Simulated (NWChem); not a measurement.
# C2H4N3 cation; SMILES c1nc[nH+][nH]1

Computed with NWChem. Pople sets run with spherical d functions. STO-3G and 3-21G are far too small for this property and stand as cheap habits. Geometry: optimised at PBE0/def2-SVP. B3LYP is NWChem's, with the RPA form of VWN correlation. Field at 589 nm.

| level | isotropic polarisability (bohr³) | anisotropy (bohr³) |
|---|---|---|
| B3LYP/STO-3G | [?] | [?] |
| B3LYP/6-31G* | 32.4 | 25.4 |
| B3LYP/def2-SVP | 33.2 | 22.8 |
| B3LYP/def2-SVPD | 38.0 | 21.2 |
| B3LYP/aug-cc-pVDZ | 38.7 | 21.3 |

Question: Some entries are withheld; supply them.

Answer: 
- B3LYP/STO-3G, isotropic polarisability (bohr³): 20.8
- B3LYP/STO-3G, anisotropy (bohr³): 23.6
